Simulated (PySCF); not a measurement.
Excitation energy of Ar⁺ by level of theory

Ar⁺ [Ne] 3s2 3p5 (2P) → Ar⁺ [Ne] 3s1 3p5 3d1 (high-spin determinant), as a difference of total energies. Calculation: PySCF 2.14, in aug-cc-pwCVDZ (6s5p3d, 36 functions); the non-relativistic Hamiltonian (point nucleus). Correlated levels: valence: [Ne] frozen; valence and next inner shell: 1s2 frozen; nothing frozen. The calculations carry no spin-orbit coupling.

| method | excitation energy (eV) |
| --- | --- |
| UHF | 33.804 |
| LDA | 31.981 |
| PBE | 31.805 |
| PBE0 | 32.479 |
| r2SCAN | 32.404 |
| r2SCAN0 | 32.821 |
| LC-wPBE | 32.543 |
| revPBE | 31.748 |
| MP2 (valence) | 33.362 |
| SCS-MP2 (valence) | 33.144 |
| MP2 (valence and next inner shell) | 33.363 |
| SCS-MP2 (valence and next inner shell) | 33.143 |
| MP2 (all electrons) | 33.358 |
| SCS-MP2 (all electrons) | 33.140 |

Question: How much does correlation contribute at MP2 (all electrons)?

Answer: 33.358 − (33.804) = -0.446 eV, measured against UHF.

The upper state lies above the first ionisation limit, where it may autoionise and the basis confines it.

The promoted electron is Rydberg-like, and one or two diffuse shells describe it only roughly, which tends to raise the upper state.

The determinant of the upper state mixes LS terms, which raises its energy above the lowest term, most at the Hartree-Fock and MP2 levels.
